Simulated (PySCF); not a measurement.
Levels of Zr³⁺ from EOM-EA-GCCSD

Reference: closed-shell Zr⁴⁺, [Kr]; one electron is added. Calculated with PySCF 2.14, two-component X2C-1e with screened spin-orbit coupling, x2c-TZVPPall-2c with one added diffuse shell each of s, p, d, f type (9s10p8d3f1g, 109 functions); frozen [Ne]; of the others 106 kept and the rest restored at second order. No Breit or QED terms. Binding energies in eV.

```csv
level,Koopmans
4d3/2,33.107
4d5/2,32.963
5s1/2,28.516
5p1/2,23.517
5p3/2,23.236
5d3/2,15.807
```

Problem. How does correlation move these levels?

Solution. 4d3/2: second order 34.104, EOM-CCSD 34.048; 4d5/2: second order 33.938, EOM-CCSD 33.882; 5s1/2: second order 29.304, EOM-CCSD 29.256; 5p1/2: second order 24.084, EOM-CCSD 24.065; 5p3/2: second order 23.779, EOM-CCSD 23.761; 5d3/2: second order 16.104, EOM-CCSD 16.104.

For comparison, the ionisation energy of Zr³⁺ is 34.418 eV (measured; NIST Atomic Spectra Database, ionization energies).

Gaps of this size point to the basis (9s10p8d3f1g), which has few functions of high l to correlate and polarise the inner shells.

The highest levels are limited by the diffuse functions of the basis.
